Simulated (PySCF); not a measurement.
HO4Re, triplet, geometry from GFN2-xTB (such geometries of metal compounds can be far from the true shape) (the multiplicity is a formal guess) (core potentials on Re); PBE/def2-SV(P) (PySCF).

Input for PySCF:
```python
from pyscf import gto, scf, dft

mol = gto.Mole()
mol.atom = '''
    Re    0.01596475   -0.01455193   -0.11213261
    O     1.13316379    0.83995704   -0.98404227
    O     0.48841121   -0.31615502    1.61161311
    O    -0.48108850   -1.36603858   -0.92758806
    O    -1.15039449    0.86979573    1.09360555
    H    -1.11809237    0.87092139    2.06123907
'''
mol.basis = 'def2-sv(p)'
mol.ecp = {'Re': 'def2-sv(p)'}
mol.spin = 2
mol.verbose = 4
mol.build()

mf = dft.UKS(mol)
mf.xc = 'pbe'
mf.DIIS = scf.ADIIS
mf.kernel()
mf.analyze()
```

It wrote (shortened):

```
PySCF version 2.14.0

[INPUT] verbose = 4
[INPUT] num. atoms = 6
[INPUT] num. electrons = 48
[INPUT] charge = 0
[INPUT] spin (= nelec alpha-beta = 2S) = 2
[INPUT] symmetry False subgroup None
[INPUT] Mole.unit = angstrom
[INPUT] Symbol           X                Y                Z      unit          X                Y                Z       unit  Magmom
[INPUT]  1 Re     0.015964750000  -0.014551930000  -0.112132610000 AA    0.030169005147  -0.027499162284  -0.211899922533 Bohr   0.0
[INPUT]  2 O      1.133163790000   0.839957040000  -0.984042270000 AA    2.141369217374   1.587288762000  -1.859570385295 Bohr   0.0
[INPUT]  3 O      0.488411210000  -0.316155020000   1.611613110000 AA    0.922963423067  -0.597446400706   3.045507396659 Bohr   0.0
[INPUT]  4 O     -0.481088500000  -1.366038580000  -0.927588060000 AA   -0.909125506678  -2.581438791790  -1.752887389817 Bohr   0.0
[INPUT]  5 O     -1.150394490000   0.869795730000   1.093605550000 AA   -2.173930521309   1.643675714016   2.066614977804 Bohr   0.0
[INPUT]  6 H     -1.118092370000   0.870921390000   2.061239070000 AA   -2.112888361266   1.645802903126   3.895177319553 Bohr   0.0

nuclear repulsion = 230.776914124278
number of shells = 37
number of NR pGTOs = 150
number of NR cGTOs = 83
basis = def2-sv(p)
ecp = {'Re': 'def2-sv(p)'}

******** <class 'pyscf.dft.uks.UKS'> ********
method = UKS
initial guess = minao
damping factor = 0
level_shift factor = 0
DIIS = <class 'pyscf.scf.diis.ADIIS'>
diis_start_cycle = 1
diis_space = 8
diis_damp = 0
SCF conv_tol = 1e-09
SCF conv_tol_grad = None
SCF max_cycles = 50
direct_scf = True
direct_scf_tol = 1e-13
number electrons alpha = 25  beta = 23
XC library pyscf.dft.libxc version 7.1.2
    S. Lehtola, C. Steigemann, M. J. T. Oliveira, and M. A. L. Marques,  SoftwareX 7, 1–5 (2018)
XC functionals = pbe
    J. P. Perdew, K. Burke, and M. Ernzerhof,  Phys. Rev. Lett. 77, 3865 (1996)
    J. P. Perdew, K. Burke, and M. Ernzerhof,  Phys. Rev. Lett. 78, 1396 (1997)
    J. P. Perdew, K. Burke, and M. Ernzerhof,  Phys. Rev. Lett. 77, 3865 (1996)
    J. P. Perdew, K. Burke, and M. Ernzerhof,  Phys. Rev. Lett. 78, 1396 (1997)
radial grids:
    Treutler-Ahlrichs [JCP 102, 346 (1995); DOI:10.1063/1.469408] (M4) radial grids

becke partition: Becke, JCP 88, 2547 (1988); DOI:10.1063/1.454033
pruning grids: <function nwchem_prune>
grids dens level: 3
symmetrized grids: False
atomic radii adjust function: <function treutler_atomic_radii_adjust>
small_rho_cutoff = 0
Set gradient conv threshold to 3.16228e-05
tot grids = 90448
init E= -367.359401599779

cycle= 1 E= -378.6633729911  delta_E= -11.3  |g|= 1.24  |ddm|= 5.61

cycle= 2 E= -371.792797371784  delta_E= 6.87  |g|= 3.75  |ddm|=  4.4

cycle= 3 E= -377.893334497241  delta_E= -6.1  |g|= 1.75  |ddm|= 3.07
cycle= 4 E= -376.960467383137  delta_E= 0.933  |g|= 2.23  |ddm|= 2.16

cycle= 5 E= -379.23323401977  delta_E= -2.27  |g|= 0.314  |ddm|= 1.56

cycle= 6 E= -378.925279887753  delta_E= 0.308  |g|= 0.905  |ddm|= 0.843

cycle= 7 E= -379.238470386087  delta_E= -0.313  |g|= 0.301  |ddm|= 0.519

cycle= 8 E= -379.255260635256  delta_E= -0.0168  |g|=  0.2  |ddm|= 0.291

cycle= 9 E= -379.261937583972  delta_E= -0.00668  |g|= 0.16  |ddm|= 0.284

cycle= 10 E= -379.263219181395  delta_E= -0.00128  |g|= 0.155  |ddm|= 0.206

cycle= 11 E= -379.272780825273  delta_E= -0.00956  |g|= 0.0426  |ddm|= 0.136

cycle= 12 E= -379.269810969187  delta_E= 0.00297  |g|= 0.0952  |ddm|= 0.0985

cycle= 13 E= -379.272644357408  delta_E= -0.00283  |g|= 0.045  |ddm|= 0.0621

cycle= 14 E= -379.272453511091  delta_E= 0.000191  |g|= 0.05  |ddm|= 0.0607

cycle= 15 E= -379.273526741319  delta_E= -0.00107  |g|= 0.00311  |ddm|= 0.0358

cycle= 16 E= -379.273461304262  delta_E= 6.54e-05  |g|= 0.0125  |ddm|= 0.0121

cycle= 17 E= -379.273521547519  delta_E= -6.02e-05  |g|= 0.00461  |ddm|= 0.0062

cycle= 18 E= -379.273530709584  delta_E= -9.16e-06  |g|= 0.000882  |ddm|= 0.00304

cycle= 19 E= -379.273529494081  delta_E= 1.22e-06  |g|= 0.0019  |ddm|= 0.002

cycle= 20 E= -379.273530638052  delta_E= -1.14e-06  |g|= 0.000976  |ddm|= 0.00126

cycle= 21 E= -379.273530849838  delta_E= -2.12e-07  |g|= 0.000708  |ddm|= 0.000946

cycle= 22 E= -379.273531000725  delta_E= -1.51e-07  |g|= 0.000357  |ddm|= 0.000681

cycle= 23 E= -379.273530863832  delta_E= 1.37e-07  |g|= 0.000657  |ddm|= 0.000717

cycle= 24 E= -379.273531032516  delta_E= -1.69e-07  |g|= 0.000222  |ddm|= 0.000421

cycle= 25 E= -379.273531048336  delta_E= -1.58e-08  |g|= 9.36e-05  |ddm|= 0.000197

cycle= 26 E= -379.273531045708  delta_E= 2.63e-09  |g|= 0.000117  |ddm|= 0.00015

cycle= 27 E= -379.27353104979  delta_E= -4.08e-09  |g|= 7.41e-05  |ddm|= 0.000113

cycle= 28 E= -379.273531050474  delta_E= -6.84e-10  |g|= 6.15e-05  |ddm|= 2.75e-05

cycle= 29 E= -379.273531051815  delta_E= -1.34e-09  |g|= 1.91e-05  |ddm|= 3.68e-05

cycle= 30 E= -379.27353105173  delta_E= 8.49e-11  |g|= 2.47e-05  |ddm|= 2.88e-05

Extra cycle  E= -379.27353104809  delta_E= 3.64e-09  |g|= 9.89e-05  |ddm|= 8.39e-05
converged SCF energy = -379.27353104809  <S^2> = 2.0042317  2S+1 = 3.0028198
**** SCF Summaries ****
Total Energy =                        -379.273531048089524
Nuclear Repulsion Energy =             230.776914124277539
One-electron Energy =                -1005.513712290317926
Two-electron Energy =                  395.463267117950920
Two-electron Coulomb Energy =          438.368354971219276
DFT Exchange-Correlation Energy =      -42.905087853268370
**** MO energy ****
                             alpha | beta                alpha | beta
MO #1   energy= -18.8414914585392  | -18.8321709947637  occ= 1 | 1
MO #2   energy= -18.8305845512163  | -18.8121972580149  occ= 1 | 1
MO #3   energy= -18.8087749056782  | -18.8079568409627  occ= 1 | 1
MO #4   energy= -18.8086859721604  | -18.8078684602918  occ= 1 | 1
MO #5   energy= -3.21311852506448  | -3.20044014975123  occ= 1 | 1
MO #6   energy= -1.83051963655122  | -1.82307794394438  occ= 1 | 1
MO #7   energy= -1.82558983593095  | -1.81111680095423  occ= 1 | 1
MO #8   energy= -1.80338640553456  | -1.78007530691498  occ= 1 | 1
MO #9   energy= -0.971479849664615 | -0.951344188154984 occ= 1 | 1
MO #10  energy= -0.891749123086265 | -0.884138146123287 occ= 1 | 1
MO #11  energy= -0.877441676870344 | -0.868436942305265 occ= 1 | 1
MO #12  energy= -0.870861595326539 | -0.841002368051882 occ= 1 | 1
MO #13  energy= -0.540953900594822 | -0.530509380242243 occ= 1 | 1
MO #14  energy= -0.466758320929877 | -0.44074647864551  occ= 1 | 1
MO #15  energy= -0.444697094795024 | -0.438008891961705 occ= 1 | 1
MO #16  energy= -0.433062387608835 | -0.415200469234815 occ= 1 | 1
MO #17  energy= -0.424852288401715 | -0.407592736325758 occ= 1 | 1
MO #18  energy= -0.405969864951803 | -0.393134754052826 occ= 1 | 1
MO #19  energy= -0.345694675108267 | -0.331506627729626 occ= 1 | 1
MO #20  energy= -0.344118185578399 | -0.331029730687551 occ= 1 | 1
MO #21  energy= -0.339588457376045 | -0.325182511886529 occ= 1 | 1
MO #22  energy= -0.306486412611447 | -0.303821515672954 occ= 1 | 1
MO #23  energy= -0.306112715993956 | -0.287313950076217 occ= 1 | 1
MO #24  energy= -0.301200089688742 | -0.244920730515751 occ= 1 | 0
MO #25  energy= -0.224269167116692 | -0.167385524478284 occ= 1 | 0
MO #26  energy= -0.131818827544897 | -0.119096677230054 occ= 0 | 0
MO #27  energy= -0.0773906960364243 | -0.0626594000578322 occ= 0 | 0
MO #28  energy= -0.0479663518555249 | -0.0353262159538836 occ= 0 | 0
MO #29  energy= -0.00964768306881765 | -0.00135387979119579 occ= 0 | 0
MO #30  energy= -0.00704544966295759 | 0.00070703577661889 occ= 0 | 0
MO #31  energy= 0.0255544284600122 | 0.0357746049125101 occ= 0 | 0
MO #32  energy= 0.0353115061300759 | 0.0464230565317288 occ= 0 | 0
MO #33  energy= 0.0614947136648922 | 0.0642974917806927 occ= 0 | 0

spin_pop of  0 Re 5s        0.00026
spin_pop of  0 Re 6s        0.16611
spin_pop of  0 Re 7s        0.00430
spin_pop of  0 Re 8s        0.00134
spin_pop of  0 Re 9s       -0.00002
spin_pop of  0 Re 10s        0.00124
spin_pop of  0 Re 5px       0.00463
spin_pop of  0 Re 5py       0.00187
spin_pop of  0 Re 5pz       0.01409
spin_pop of  0 Re 6px      -0.00081
spin_pop of  0 Re 6py      -0.00073
spin_pop of  0 Re 6pz       0.00590
spin_pop of  0 Re 7px       0.00224
spin_pop of  0 Re 7py       0.00129
spin_pop of  0 Re 7pz       0.00168
spin_pop of  0 Re 5dxy      0.18132
spin_pop of  0 Re 5dyz      0.06281
spin_pop of  0 Re 5dz^2     0.03425
spin_pop of  0 Re 5dxz      0.16719
spin_pop of  0 Re 5dx2-y2    0.03741
spin_pop of  0 Re 6dxy      0.00634
spin_pop of  0 Re 6dyz      0.00759
spin_pop of  0 Re 6dz^2     0.00801
spin_pop of  0 Re 6dxz      0.07076
spin_pop of  0 Re 6dx2-y2    0.00903
spin_pop of  1 O 1s        0.00000
spin_pop of  1 O 2s        0.00583
spin_pop of  1 O 3s        0.00603
spin_pop of  1 O 2px       0.04577
spin_pop of  1 O 2py      -0.00292
spin_pop of  1 O 2pz      -0.00339
spin_pop of  1 O 3px       0.00057
spin_pop of  1 O 3py       0.00063
spin_pop of  1 O 3pz       0.00041
spin_pop of  1 O 3dxy      0.00014
spin_pop of  1 O 3dyz      0.00016
spin_pop of  1 O 3dz^2     0.00001
spin_pop of  1 O 3dxz     -0.00001
spin_pop of  1 O 3dx2-y2    0.00004
spin_pop of  2 O 1s       -0.00000
spin_pop of  2 O 2s        0.00795
spin_pop of  2 O 3s        0.00425
spin_pop of  2 O 2px       0.44634
spin_pop of  2 O 2py       0.24745
spin_pop of  2 O 2pz       0.02893
spin_pop of  2 O 3px       0.00239
spin_pop of  2 O 3py      -0.00038
spin_pop of  2 O 3pz       0.00013
spin_pop of  2 O 3dxy      0.00014
spin_pop of  2 O 3dyz      0.00016
spin_pop of  2 O 3dz^2     0.00007
spin_pop of  2 O 3dxz      0.00039
spin_pop of  2 O 3dx2-y2    0.00002
spin_pop of  3 O 1s        0.00000
spin_pop of  3 O 2s        0.00586
spin_pop of  3 O 3s        0.00496
spin_pop of  3 O 2px      -0.00841
spin_pop of  3 O 2py       0.05041
spin_pop of  3 O 2pz      -0.00263
spin_pop of  3 O 3px       0.00125
spin_pop of  3 O 3py       0.00014
spin_pop of  3 O 3pz       0.00003
spin_pop of  3 O 3dxy      0.00022
spin_pop of  3 O 3dyz     -0.00001
spin_pop of  3 O 3dz^2     0.00005
spin_pop of  3 O 3dxz      0.00013
spin_pop of  3 O 3dx2-y2   -0.00000
spin_pop of  4 O 1s       -0.00000
spin_pop of  4 O 2s        0.02431
spin_pop of  4 O 3s        0.00300
spin_pop of  4 O 2px       0.19386
spin_pop of  4 O 2py       0.10246
spin_pop of  4 O 2pz       0.02682
spin_pop of  4 O 3px       0.00171
spin_pop of  4 O 3py       0.00035
spin_pop of  4 O 3pz       0.00487
spin_pop of  4 O 3dxy      0.00002
spin_pop of  4 O 3dyz     -0.00001
spin_pop of  4 O 3dz^2     0.00069
spin_pop of  4 O 3dxz     -0.00002
spin_pop of  4 O 3dx2-y2   -0.00004
spin_pop of  5 H 1s        0.00685
spin_pop of  5 H 2s        0.00395
In total            25.00000 | 23.00000
Dipole moment(X, Y, Z, Debye): -1.36707,  1.04407,  1.70823
```
